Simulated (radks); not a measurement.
Species: As16+. Configuration: [Ne] 3s1 3p6 (not the ground configuration). Method: Dirac Kohn-Sham, PBE, spin-unpolarised, spherical densities, point nucleus; computed with a radial shooting solver on a logarithmic mesh with Libxc functionals. Some entries of the table are withheld. Estimate them.

| orbital | occ. | eigenvalue (hartree) | <r> (bohr) |
|---|---|---|---|
| 1s1/2 | 2 | (1) | 0.04550 |
| 2s1/2 | 2 | (2) | 0.2011 |
| 2p1/2 | 2 | (3) | 0.1735 |
| 2p3/2 | 4 | (4) | 0.1771 |
| 3s1/2 | 1 | -24.61726 | 0.5253 |
| 3p1/2 | 2 | (5) | (6) |
| 3p3/2 | 4 | (7) | (8) |

Answer. 
(1) 1s1/2 eigenvalue (hartree): -451.6548
(2) 2s1/2 eigenvalue (hartree): -75.70939
(3) 2p1/2 eigenvalue (hartree): -69.96915
(4) 2p3/2 eigenvalue (hartree): -68.61456
(5) 3p1/2 eigenvalue (hartree): -22.68558
(6) 3p1/2 <r> (bohr): 0.5146
(7) 3p3/2 eigenvalue (hartree): -22.41506
(8) 3p3/2 <r> (bohr): 0.5207
